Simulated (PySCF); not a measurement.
NICS in isomers of C5H9N3.

Probes without a nucleus sit at each ring's centroid and 1 Å off its mean plane on both sides; NICS is minus the shielding there, NICSzz its component along the normal. Level: GIAO PBE0/pcSseg-1 (PySCF, non-relativistic, gas phase) on the GFN2-xTB geometries, one conformer each. Atom numbers follow the mapped SMILES.

Task: Order these rings by mean NICS(1)zz, lowest (most negative) first (ppm).
A. ring N3–C4–C5–N7–N8 in `[CH3:1][CH2:2][n:3]1[cH:4][c:5]([CH3:6])[n:7][n:8]1`
B. ring C4–C5–N6–N7–N8 in `[CH3:1][CH:2]([CH3:3])[c:4]1[cH:5][n:6][n:7][nH:8]1`
C. ring N4–N5–C6–C7–N8 in `[CH3:1][CH2:2][CH2:3][n:4]1[n:5][cH:6][cH:7][n:8]1`
D. ring C2–N3–N4–C5–N7 in `[CH3:1][c:2]1[n:3][n:4][c:5]([CH3:6])[n:7]1[CH3:8]`
E. ring C2–N3–N4–N6–C7 in `[CH3:1][c:2]1[n:3][n:4]([CH3:5])[n:6][c:7]1[CH3:8]`
F. ring C3–N4–N5–C6–N8 in `[CH3:1][CH2:2][c:3]1[n:4][nH:5][c:6]([CH3:7])[n:8]1`

Result: C (-34.8), B (-33.3), A (-31.9), E (-30.7), F (-29.3), D (-27.8).

| SMILES | ring | NICS(0) | NICS(1) | NICS(1)zz | HOMA | rms pucker (Å) | ring atoms with four or more neighbours |
| --- | --- | --- | --- | --- | --- | --- | --- |
| CCCn1nccn1 | 5-membered ring with 3 N; formal bonds all aromatic | -13.7 | -13.5 | -34.8 | 0.99 | 0.00 | 0 |
| CC(C)c1cnn[nH]1 | 5-membered ring with 3 N; formal bonds all aromatic | -13.1 | -13.1 | -33.3 | 0.94 | 0.00 | 0 |
| CCn1cc(C)nn1 | 5-membered ring with 3 N; formal bonds all aromatic | -12.4 | -12.8 | -31.9 | 0.95 | 0.00 | 0 |
| Cc1nn(C)nc1C | 5-membered ring with 3 N; formal bonds all aromatic | -12.0 | -12.9 | -30.7 | 0.97 | 0.00 | 0 |
| CCc1n[nH]c(C)n1 | 5-membered ring with 3 N; formal bonds all aromatic | -12.0 | -11.3 | -29.3 | 0.93 | 0.00 | 0 |
| Cc1nnc(C)n1C | 5-membered ring with 3 N; formal bonds all aromatic | -10.7 | -10.9 | -27.8 | 0.87 | 0.00 | 0 |

NICS(0) ties some rings at the printed digit and otherwise keeps the order. The isotropic NICS(1) gives another order. Over the 6 rings with a HOMA value its correlation coefficient with NICS(1)zz is -0.79. HOMA uses Krygowski's 1993 parameters. NICS(1) and NICS(1)zz are means over the two faces.
